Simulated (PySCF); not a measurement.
Ge(F)2(Me)2 (C2H6F2Ge), SMILES [Ge]([CH3])([F])([F])[CH3].

Geometry: B3LYP-D3(BJ)/def2-SVP.

Method: B3LYP-D3(BJ)/def2-SVP (PySCF 2.14.0).

Frequencies are harmonic and unscaled.

| mode | ν (cm⁻¹) | IR (km/mol) | moving atoms (share of kinetic energy) |
|---|---|---|---|
| 1 | 72 | 0.0 | H 99 % |
| 2 | 83 | 0.1 | H 97 % |
| 3 | 153 | 0.1 | C 51 %, H 33 %, F 10 % |
| 4 | 176 | 0.0 | F 56 %, C 26 %, H 17 % |
| 5 | 187 | 1.9 | C 30 %, H 27 %, Ge 22 %, F 21 % |
| 6 | 239 | 36.0 | F 50 %, Ge 22 %, C 15 %, H 13 % |
| 7 | 243 | 18.2 | F 78 %, Ge 17 % |
| 8 | 582 | 1.1 | C 70 %, H 19 % |
| 9 | 637 | 32.4 | C 57 %, Ge 22 %, H 22 % |
| 10 | 704 | 69.5 | F 78 %, Ge 19 % |
| 11 | 712 | 63.3 | F 76 %, Ge 21 % |
| 12 | 757 | 55.7 | H 78 %, C 18 % |
| 13 | 769 | 0.0 | H 81 %, C 19 % |
| 14 | 825 | 59.6 | H 73 %, C 21 % |
| 15 | 839 | 45.4 | H 75 %, C 22 % |
| 16 | 1261 | 14.2 | H 79 %, C 21 % |
| 17 | 1264 | 11.2 | H 81 %, C 19 % |
| 18 | 1426 | 0.0 | H 95 % |
| 19 | 1427 | 1.0 | H 96 % |
| 20 | 1432 | 4.4 | H 96 % |
| 21 | 1436 | 12.1 | H 96 % |
| 22 | 3047 | 0.8 | H 97 % |
| 23 | 3048 | 1.0 | H 97 % |
| 24 | 3149 | 0.0 | H 90 %, C 10 % |
| 25 | 3150 | 3.8 | H 90 %, C 10 % |
| 26 | 3157 | 0.0 | H 90 %, C 10 % |
| 27 | 3157 | 1.0 | H 90 %, C 10 % |
